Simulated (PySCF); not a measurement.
Computed shifts of a molecule C6H8, PBE/pcSseg-1 (PySCF), GIAO, gas phase, equivalent atoms averaged, in ppm (number of nuclei): ¹³C: 150.9 (1), 122.1 (1), 90.2 (1), 74.8 (1), 39.3 (1), 26.8 (1). ¹H: 6.17 (1), 5.50 (2), 3.24 (1), 2.14 (1), 1.51 (3). References: ¹³C against TMS (σ = 182.0 ppm); ¹H against TMS (σ = 31.49 ppm), references at their B3LYP-D3(BJ)/def2-TZVP geometries, non-relativistic. Geometry: PBE0-D3(BJ)/def2-SVP. Other conformers were not sampled.

Question: Which molecule gave these data?
A. C=CC1=CCC1
B. C#C/C=C\CC
C. C#C[C@H](C)C=C
D. CC1C=CC=C1

Answer: C, C#C[C@H](C)C=C
